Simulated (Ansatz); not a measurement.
ClH7N2Si2 (`N[Si](N)([SiH3])Cl`). Charge 0, multiplicity 1. All single points use the PBE0-D4/def2-TZVP geometry. It is one conformer, not always the lowest.

```xyz
12

N    -0.295   -1.240    1.276
Si   -0.139    0.249    0.468
N    -1.722    0.813    0.175
Si    1.299   -0.067   -1.353
Cl    0.723    1.796    1.566
H    -0.930   -1.323    2.056
H     0.491   -1.863    1.365
H    -1.900    1.797    0.059
H    -2.379    0.242   -0.332
H     0.679   -0.968   -2.364
H     2.586   -0.677   -0.916
H     1.588    1.241   -2.000
```

What is the dipole moment at B3LYP/def2-TZVPP? (Estimate.)

Ansatz gave: 2.09 D, with components (-1.56, -1.37, -0.24) D in this frame, pointing from negative to positive charge.

And with PBE, r2SCAN, ωB97M-V? (Estimate.)

Ansatz gave: PBE 2.12 D, r2SCAN 2.14 D, ωB97M-V 2.09 D.

Give the Mulliken charges with B3LYP, PBE, ωB97M-V in def2-TZVPP. (Best estimate.)

The calculation gave: 
```
atom  B3LYP    PBE  ωB97M-V
  N1  -0.39  -0.37    -0.35
 Si2   0.58   0.48     0.52
  N3  -0.39  -0.38    -0.35
 Si4   0.10   0.03     0.00
 Cl5  -0.29  -0.25    -0.25
  H6   0.14   0.16     0.12
  H7   0.14   0.15     0.12
  H8   0.15   0.16     0.12
  H9   0.14   0.16     0.12
 H10  -0.07  -0.05    -0.03
 H11  -0.06  -0.05    -0.02
 H12  -0.06  -0.04    -0.02
```

B3LYP here is the variant with VWN-RPA as its local correlation; programs differ in this.
